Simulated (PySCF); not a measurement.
Correlation energy of Cu+ (copper, charge +1)

[Ar] 3d10, closed-shell 1S. Computed with PySCF 2.14 in def2-TZVPPD (6s6p4d2f1g, 67 functions), with no relativity, point nucleus. Frozen: [Ne]; 18 electrons correlated.

```tsv
level	correlation energy (mhartree)
CCSD	-696.73
(T)	-15.86
CCSD(T)	-712.59
```

Diagnostics: T1 = 0.013, D1 = 0.0245, largest double amplitude 0.021.

Task: Is a single reference adequate?

Result: Yes: T1 lies below 0.03 and no double amplitude reaches 0.07.

This basis was not built for core-valence correlation, so the inner-shell part is incomplete.
